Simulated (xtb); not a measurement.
C3H7O, doublet, from a rough starting geometry; GFN2-xTB in xtb.

Here is a job for xtb.
```
$ xtb mol.xyz --gfn 2 --uhf 1 --opt vtight --json

# file mol.xyz
11

O      0.04806696    -1.07327308     0.03116678
C      0.03801491     0.29812808     0.02137349
C      1.36305757    -1.61786449     0.00850600
C     -1.36530732     0.77262995    -0.02982092
H      0.63801863     0.70880929     0.88068307
H      0.61037182     0.71213598    -0.90616048
H      1.93694655    -1.26949157    -0.83960874
H      1.91370058    -1.35049050     0.89012935
H     -1.88482655     0.43772878    -0.91117270
H     -1.85625748     0.42185686     0.91078148
H     -1.44365545     1.85706248     0.00157233
```

**Question.** What does xtb print? Leave out banner, timings and long lists.

**Answer.** 
```
   ID    Z sym.   atoms
    1    8 O      1
    2    6 C      2-4
    3    1 H      5-11

           -------------------------------------------------
          |                Calculation Setup                |
           -------------------------------------------------

           -------------------------------------------------
          |                 G F N 2 - x T B                 |
           -------------------------------------------------

          ...................................................
          :                      SETUP                      :
          :.................................................:
          :  # basis functions                  23          :
          :  # atomic orbitals                  23          :
          :  # shells                           15          :
          :  # electrons                        25          :
          :  max. iterations                   250          :
          :  Hamiltonian                  GFN2-xTB          :
          :  restarted?                      false          :
          :  GBSA solvation                  false          :
          :  PC potential                    false          :
          :  electronic temp.          300.0000000     K    :
          :  accuracy                    1.0000000          :
          :  -> integral cutoff          0.2500000E+02      :
          :  -> integral neglect         0.1000000E-07      :
          :  -> SCF convergence          0.1000000E-05 Eh   :
          :  -> wf. convergence          0.1000000E-03 e    :
          :  Broyden damping             0.4000000          :
          :  net charge                          0          :
          :  unpaired electrons                  1          :
          ...................................................

 iter      E             dE          RMSdq      gap      omega  full diag
   1    -14.0428746 -0.140429E+02  0.446E+00   10.14       0.0  T
   2    -14.0793259 -0.364513E-01  0.241E+00   10.44       1.0  T
   3    -14.0798657 -0.539764E-03  0.947E-01   10.56       1.0  T
   4    -14.0800848 -0.219089E-03  0.136E-01   10.53       1.0  T
   5    -14.0801214 -0.366266E-04  0.755E-02   10.55       1.0  T
   6    -14.0801230 -0.160041E-05  0.114E-02   10.54       2.6  T
   7    -14.0801232 -0.210875E-06  0.431E-03   10.55       7.0  T
   8    -14.0801232 -0.266544E-07  0.161E-03   10.55      18.7  T
   9    -14.0801233 -0.167401E-08  0.293E-04   10.55     102.9  T
[...]
 * total energy  :   -13.9665116 Eh     change        0.5451361E-05 Eh
 * total energy  :   -13.9665440 Eh     change       -0.3243867E-04 Eh
 * total energy  :   -13.9665564 Eh     change       -0.1233811E-04 Eh
 * total energy  :   -13.9665623 Eh     change       -0.5973142E-05 Eh
 * total energy  :   -13.9665695 Eh     change       -0.7190150E-05 Eh
 * total energy  :   -13.9665706 Eh     change       -0.1121933E-05 Eh
 * total energy  :   -13.9665724 Eh     change       -0.1795392E-05 Eh
 * total energy  :   -13.9665733 Eh     change       -0.8302910E-06 Eh
 * total energy  :   -13.9665736 Eh     change       -0.3012354E-06 Eh
 * total energy  :   -13.9665737 Eh     change       -0.1572129E-06 Eh
 * total energy  :   -13.9665738 Eh     change       -0.1130144E-06 Eh
 * total energy  :   -13.9665739 Eh     change       -0.9433858E-07 Eh
   *** GEOMETRY OPTIMIZATION CONVERGED AFTER 64 ITERATIONS ***
         :: total energy             -13.966573931709 Eh    ::
[...]
     6   1 H        0.923     0.035     2.521     2.483
     7   1 H        0.926     0.018     2.767     2.601
     8   1 H        0.926     0.044     2.400     2.422
     9   1 H        0.925     0.057     2.230     2.335
    10   1 H        0.925     0.056     2.247     2.344
    11   1 H        0.925     0.046     2.366     2.405

 Mol. C6AA /au·bohr⁶  :        876.100303
 Mol. C8AA /au·bohr⁸  :      18147.529602
 Mol. α(0) /au        :         44.646568

Wiberg/Mayer (AO) data.
largest (>0.10) Wiberg bond orders for each atom

 ---------------------------------------------------------------------------
     #   Z sym  total        # sym  WBO       # sym  WBO       # sym  WBO
 ---------------------------------------------------------------------------
     1   8 O    2.284 --     3 C    1.257     2 C    0.973
     2   6 C    3.948 --     4 C    1.016     1 O    0.973     5 H    0.966
                             6 H    0.965
     3   6 C    3.258 --     1 O    1.257     7 H    0.979     8 H    0.978
     4   6 C    3.993 --     2 C    1.016    10 H    0.986     9 H    0.986
                            11 H    0.985
     5   1 H    0.999 --     2 C    0.966
     6   1 H    0.999 --     2 C    0.965
     7   1 H    1.000 --     3 C    0.979
     8   1 H    0.998 --     3 C    0.978
     9   1 H    0.997 --     4 C    0.986
    10   1 H    0.997 --     4 C    0.986
    11   1 H    0.997 --     4 C    0.985
 ---------------------------------------------------------------------------

Topologies differ in total number of bonds
Writing topology from bond orders to xtbtopo.mol

molecular dipole:
                 x           y           z       tot (Debye)
 q only:       -0.104       0.498      -0.052
   full:        0.021       0.621       0.028       1.582
molecular quadrupole (traceless):
                xx          xy          yy          xz          yz          zz
 q only:        1.011      -0.875      -0.405       0.020      -0.122      -0.606
  q+dip:        0.518       0.378      -0.863       0.763      -0.481       0.345
   full:        0.764      -0.179      -0.772       0.662      -0.522       0.008

optimized geometry written to: xtbopt.xyz

           -------------------------------------------------
          | TOTAL ENERGY              -13.966573931709 Eh   |
          | GRADIENT NORM               0.000071954554 Eh/α |
          | HOMO-LUMO GAP               8.800032473689 eV   |
           -------------------------------------------------
```
